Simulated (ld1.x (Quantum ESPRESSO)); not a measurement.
**What the settings do to the TM potential of chromium**

Base potential:

ld1.x (Quantum ESPRESSO) 7.5 input, shortened:

```
&input
   title='Cr', zed=24., rel=1, dft='PBE', iswitch=3,
   config='[Ar] 3d5 4s0.5 4p0'
 /
 &inputp
   pseudotype=2, tm=.true., lloc=-2, rcloc=0.75,
   nlcc=.true., new_core_ps=.true., rcore=0.85
 /
3
3S  1  0   2.00   0.00  0.85  0.85  0.0
3P  2  1   6.00   0.00  0.85  0.85  0.0
3D  3  2   5.00   0.00  1.90  1.90  0.0
 &test
   configts(1)='3s2 3p6 3d5 4s0.5 4p0'
 /
```

Occupied shells without a wave of their own: 4s. They enter only through the test configuration that unscreens the potential, and ld1.x also counts them in the model core charge.

All-electron outer shells of the reference configuration (PBE, scalar-relativistic, ld1.x):

```csv
shell,level (eV),outermost node (bohr),outermost maximum (bohr)
2p,-563.89,–,0.20
3s,-77.28,0.36,0.78
3p,-48.75,0.33,0.80
4s,-6.86,1.12,2.68
3d,-6.21,–,0.84
4p,-3.36,1.24,3.52
```

Cutoffs, loose and tight: the cutoffs (Ry, on a coarse ladder) from which the occupation-weighted sum of valence levels, in a spherical-Bessel basis at the reference potential, stays within 10 and 1 mRy of its value at 400 Ry. They do not see the model core or the augmentation charge, which bear on the density cutoff. Test errors are all-electron minus pseudo excitation energies from the reference, over the configurations 3s2 3p6 3d5 4s1 4p0; 3s2 3p6 3d5 4s0 4p0; 3s2 3p6 3d4 4s0 4p0; 3s2 3p6 3d4 4s1 4p0; 3s1 3p6 3d5 4s1 4p0; 3s2 3p6 3d5 4s0 4p1; 3s2 3p6 3d4 4s2 4p0. A dash means not determined; rows that change the core or the reference have their own tests.

With those shells counted twice in exchange and correlation these files are broken, and their errors move erratically; no question is asked of them.

Cutoffs are not given where the Bessel-basis levels miss the radial ones by over 6 mRy, ghosts where they miss by over 20 mRy; a channel whose overlap is not positive is not tested.

```csv
change,outcome,"cutoff, loose","cutoff, tight",bound ghosts,largest test error (meV)
base,generated,160 Ry,300 Ry,none,-151
wave 3s (bound): rc 0.85 bohr becomes 3s (bound): rc 0.58 bohr,generated,–,–,none,-198
wave 3s (bound): rc 0.85 bohr becomes 3s (bound): rc 0.64 bohr,generated,over 300 Ry,over 300 Ry,none,-175
wave 3s (bound): rc 0.85 bohr becomes 3s (bound): rc 0.72 bohr,generated,180 Ry,over 300 Ry,none,-153
wave 3s (bound): rc 0.85 bohr becomes 3s (bound): rc 0.82 bohr,generated,160 Ry,300 Ry,none,-152
wave 3s (bound): rc 0.85 bohr becomes 3s (bound): rc 0.90 bohr,generated,160 Ry,260 Ry,none,-154
wave 3s (bound): rc 0.85 bohr becomes 3s (bound): rc 0.98 bohr,generated,140 Ry,260 Ry,none,-167
wave 3s (bound): rc 0.85 bohr becomes 3s (bound): rc 1.10 bohr,generated,120 Ry,230 Ry,none,+216
wave 3s (bound): rc 0.85 bohr becomes 3s (bound): rc 1.16 bohr,"generated, misses its reference levels by 0.16 eV",120 Ry,200 Ry,none,+265
wave 3s (bound): rc 0.85 bohr becomes 3s (bound): rc 1.26 bohr,"generated, misses its reference levels by 0.22 eV",110 Ry,200 Ry,none,+361
```

Reading the sweep of the s radius (base included, trends over the rows without a ghost): The loose cutoff falls from 180 Ry at 0.72 to 110 Ry at 1.26 bohr. A larger radius leaves more room for a smooth pseudo-wave, so fewer plane waves are needed; a smaller one forces it to follow the all-electron wave where it bends sharply. The median size of the test errors (rows with all tests solved) is not monotonic: lowest 67.0 meV at 0.82 bohr, highest 144.6 meV at 1.26 bohr.
